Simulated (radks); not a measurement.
Results of a calculation; reference values are marked as such.
Question: Successive ionisation energies (eV) of one element, from differences of total energies of ions in their ground configurations, starting at charge 44: 3732.0, 3852.6, 3974.2, 4096.5, 4253.8, 4381.4, 4510.0, 4639.5, 4769.7, 5256.6, 5371.4, 5484.7, 5631.4, 5748.9, 5864.8, 6342.5, 6467.7, 14575.5, 14888.9, 15196.5, 15613.0, 15936.0. Code: a radial shooting solver on a logarithmic mesh with Libxc functionals. Model: scalar-relativistic Kohn-Sham, LDA (Slater exchange, VWN5 correlation), spin-polarised, spherical densities, finite nucleus; open shells are filled with parallel spins first (spin-orbit coupling, left out, can overturn this in heavy ions); Fermi nuclear charge, rms radius 5.37 fm. Which element is it?

Answer: Lutetium (Z = 71). The first species listed is Lu44+ in [Ar] 3d9, the last Lu65+ in [He] 2s2 2p2.
